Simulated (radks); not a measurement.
Si, configuration [Ne] 3s2 3p2 (the NIST ground configuration). All-electron calculation, Dirac Kohn-Sham, PBE, spin-unpolarised, spherical densities, point nucleus; open shells are shared between the two j in proportion to 2j + 1. Program: a radial shooting solver on a logarithmic mesh with Libxc functionals.

X-ray form factor f0, the Fourier transform of the density (f0(0) = 14):

sin(theta)/lambda (1/angstrom),f0 (electrons)
0.05,13.440
0.1,12.155
0.15,10.798
0.2,9.693
0.25,8.863
0.3,8.222
0.4,7.184
0.5,6.222
0.6,5.299
0.8,3.749
1,2.709
1.25,1.975
1.5,1.603
2,1.265
